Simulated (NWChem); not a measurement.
Molecule: CH3BeIS; SMILES [Be]([S]C)[I]

```xyz
7

Be     0.2748     0.8593     0.0004
I     -0.2525    -1.2509     0.0049
S      0.7462     2.6994    -0.0039
C     -0.8981     3.5136     0.0002
H     -1.4939     3.2292    -0.8768
H     -0.7074     4.5940    -0.0426
H     -1.4539     3.2923     0.9206
```
Atoms are numbered in this order, from 1.

Level: PBE0/def2-SVP with def2 effective core potentials on I (NWChem), optimised geometry, unscaled harmonic frequencies. def2 effective core potentials on I; no spin-orbit coupling.

**Question.** List the harmonic frequencies with IR intensities, and the thermochemistry.

**Answer.** 
| frequency (cm⁻¹) | IR intensity (km/mol) |
|---|---|
| 61 | 0.0 |
| 79 | 3.5 |
| 202 | 12.5 |
| 251 | 3.9 |
| 316 | 7.4 |
| 715 | 5.0 |
| 957 | 7.8 |
| 965 | 191.9 |
| 987 | 175.3 |
| 1336 | 10.0 |
| 1453 | 9.8 |
| 1457 | 9.3 |
| 3079 | 17.8 |
| 3195 | 0.4 |
| 3197 | 1.0 |

| Quantity | Value |
|---|---|
| zero-point energy | 26.1 kcal/mol |
| thermal correction to the enthalpy at 298.15 K (with zero-point energy) | 30.5 kcal/mol |
| heat capacity Cv | 17.5 cal/(mol K) |
| entropy at 298.15 K and 1 atm (symmetry number 1) | 83.7 cal/(mol K) |

Rigid rotor and harmonic oscillator; modes under 100 cm⁻¹ make the entropy uncertain.
